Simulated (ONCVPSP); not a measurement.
# Building the ONCV potential for tungsten (PBE, non-relativistic).

ONCVPSP 4.0.1 input, shortened (lines: element, Z, core and valence counts, functional; n l f; lmax; l rc ep ncon nbas qcut; lloc lpopt rc5 dvloc0; l nproj debl; icmod fcfact rcfact), PBE, non-relativistic:

```
  W 74.00   10    5        4      upf
    1    0    2.00
    2    0    2.00
    2    1    6.00
    3    0    2.00
    3    1    6.00
    3    2   10.00
    4    0    2.00
    4    1    6.00
    4    2   10.00
    4    3   14.00
    5    0    2.00
    5    1    6.00
    5    2    4.00
    6    0    1.00
    6    1    1.00
    3
    0    1.65    0.00    3    7    6.70
    1    2.30    0.00    4    9    6.50
    2    2.45    0.00    3    7    6.00
    3    2.65    0.25    4    7    4.10
    4    5    1.20    1.00
    0    3    3.70
    1    2    2.90
    2    2    2.60
    3    2    3.10
    0    0.00    0.00
```

All-electron outer shells of the reference configuration (PBE, non-relativistic, ld1.x):

| shell | level (eV) | outermost node (bohr) | outermost maximum (bohr) |
| --- | --- | --- | --- |
| 4d | -243.04 | 0.22 | 0.45 |
| 5s | -66.32 | 0.58 | 1.05 |
| 4f | -43.19 | – | 0.42 |
| 5p | -42.05 | 0.59 | 1.13 |
| 5d | -6.98 | 0.63 | 1.47 |
| 6s | -5.54 | 1.40 | 2.92 |
| 6p | -2.10 | 1.59 | 3.79 |

Q: Estimate the cutoffs (Ha) at which the residual kinetic energy of the hardest occupied pseudo-wave falls to 1 and 0.1 mHa per electron.

A: 17 Ha and 20 Ha.

Q: What does a ghost test show?

A: No bound ghost flagged; GHOST(+) flagged for f at 218.3 eV, s at 224.7 eV.

Q: Tests: 5s2 5p6 5d4 6s2 6p0; 5s2 5p6 5d4 6s1 6p0; 5s2 5p6 5d4 6s0 6p0; 5s2 5p6 5d4 6s0 6p2. Which has the largest error in its energy relative to the reference configuration, and how large is it?

A: 5s2 5p6 5d4 6s0 6p0, with +2.9 meV (all-electron minus pseudo) on +18.20 eV.
